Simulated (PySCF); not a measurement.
## CrH₃: umbrella curve

Computed with PySCF, UPBE0, basis Cr def2-TZVP, H def2-TZVP (no relativity, density fitting).

Rigid scan from the quartet minimum (Cr–H 1.616 Å (×3); H–Cr–H 106.8° (×3)). Coordinate: angle between each bond and the threefold axis, bonds fixed. Energies in kJ/mol from the minimum.

**Question.** Predict the curve at 55, 60, 65, 70, 75, 80, 85, 90.

**Answer.** 
```csv
angle of the bonds to the threefold axis (°),E (kJ/mol),dipole size (D),⟨S²⟩
55,16.6,4.31,3.98
60,6.1,3.82,3.97
65,0.8,3.28,3.96
70,0.4,2.70,3.97
75,3.8,2.08,3.98
80,9.7,1.42,4.00
85,15.3,0.73,4.02
90,17.8,0.00,4.03
```

With the bonds held, the planar shape lies 17.8 kJ/mol from the minimum.

Spin contamination is strong at 55, 60, 65, 70, 75, 80, 85, 90, so these points are less reliable.

Open d and f shells are described by one determinant, and the ground state may have another occupation or spin.
